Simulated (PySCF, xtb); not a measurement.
Mg(OH)(SeH) (H2MgOSe), SMILES [Mg]([OH])[SeH].

GFN2-xTB (xtb 6.7.1) at its own geometry gives an orbital gap of 2.25 eV and a dipole moment of 0.97 D.

The structure is a stationary point at PBE0-D3(BJ)/def2-TZVP. A frequency run showed that this geometry is not a minimum. Other conformers were not sampled.

Problem. What does CAM-B3LYP/def2-TZVPD run with PySCF give? (An estimate is asked for; the answer gives what the named calculation found.)

Solution. gap 7.43 eV (levels -8.11 and -0.68 eV), dipole 1.49 D.
